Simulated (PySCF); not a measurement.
Job file and geometry (Å, from GFN2-xTB) of an NMR shielding run on SMILES B1CCC[SiH2]1, C₃H₉BSi, GIAO PBE0/pcSseg-1 NMR shielding, non-relativistic, gas phase in PySCF; density fitting, a coarse starting grid and PySCF grid level 2 are the driver's defaults:

```
$ OMP_NUM_THREADS=1 python probes_run.py task.json out

{"job": {"kind": "nmr", "xc": "PBE0", "basis": "pcSseg-1"}, "charge": 0, "multiplicity": 1}
B     -0.251388     1.565484    -0.081154
C     -1.303864     0.439621     0.227574
C     -0.762216    -0.946165    -0.159888
C      0.717616    -1.040060     0.213761
Si     1.469140     0.650908    -0.291297
H     -0.551690     2.696167    -0.092843
H     -2.306799     0.590692    -0.180840
H     -1.433292     0.463150     1.319457
H     -0.864336    -1.070764    -1.241322
H     -1.342462    -1.742427     0.314851
H      1.178122    -1.904774    -0.260641
H      0.810664    -1.186310     1.291788
H      2.620503     0.961956     0.572295
H      2.019325     0.522050    -1.653907
```

Task: What does the program print?

Result: 
```
coarse grid: 11552 points
cycle   1  E = -433.6393043737  dE =  3.466e-01  |g| = 3.892e-01  |ddm| = 3.208e+00
cycle   2  E = -433.6183330192  dE =  2.097e-02  |g| = 4.824e-01  |ddm| = 7.990e-01
cycle   3  E = -433.6812670205  dE = -6.293e-02  |g| = 3.391e-02  |ddm| = 5.060e-01
cycle   4  E = -433.6815538766  dE = -2.869e-04  |g| = 1.102e-02  |ddm| = 5.153e-02
cycle   5  E = -433.6815796660  dE = -2.579e-05  |g| = 4.580e-03  |ddm| = 1.312e-02
cycle   6  E = -433.6815848704  dE = -5.204e-06  |g| = 4.532e-04  |ddm| = 4.465e-03
final grid: 105112 points
cycle   7  E = -433.7092996951  dE = -2.586e-05  |g| = 7.033e-03  |ddm| = 2.274e-02
cycle   8  E = -433.7092908761  dE =  8.819e-06  |g| = 9.111e-03  |ddm| = 1.523e-02
cycle   9  E = -433.7093131074  dE = -2.223e-05  |g| = 3.293e-04  |ddm| = 8.861e-03
cycle  10  E = -433.7093131333  dE = -2.589e-08  |g| = 1.281e-04  |ddm| = 5.104e-04
cycle  11  E = -433.7093131376  dE = -4.345e-09  |g| = 3.728e-05  |ddm| = 1.594e-04
cycle  12  E = -433.7093131380  dE = -3.537e-10  |g| = 7.319e-06  |ddm| = 4.210e-05
converged SCF energy = -433.7093131380

GIAO shielding tensors (ppm)
atom      isotropic    diamagn.    paramagn.     s11        s22        s33       span
  0 B      -19.447     194.605    -214.052   -130.768    -57.229    129.654    260.422
  1 C      137.664     252.069    -114.405    111.626    139.572    161.795     50.169
  2 C      157.718     248.070     -90.351    134.071    165.409    173.675     39.603
  3 C      174.122     251.292     -77.170    157.835    167.651    196.880     39.045
  4 Si     420.204     880.303    -460.099    358.747    408.812    493.053    134.306
  5 H       21.090      29.432      -8.342     10.451     25.467     27.353     16.902
  6 H       28.721      29.920      -1.199     23.795     27.889     34.480     10.685
  7 H       30.619      30.611       0.008     24.834     29.331     37.692     12.857
  8 H       30.232      31.550      -1.317     25.054     28.986     36.658     11.604
  9 H       29.123      30.562      -1.439     23.578     27.890     35.901     12.323
 10 H       30.191      30.455      -0.264     25.336     28.002     37.235     11.899
 11 H       30.964      31.369      -0.406     25.536     29.262     38.093     12.558
 12 H       27.655      28.527      -0.872     23.839     25.754     33.371      9.531
 13 H       27.692      28.573      -0.882     23.841     25.971     33.263      9.422
```

Size and cost of the density-fitted run: 137 basis functions, 24 s wall time on 1 thread of an Arm Neoverse N1, shared host; peak memory 0.66 GiB.
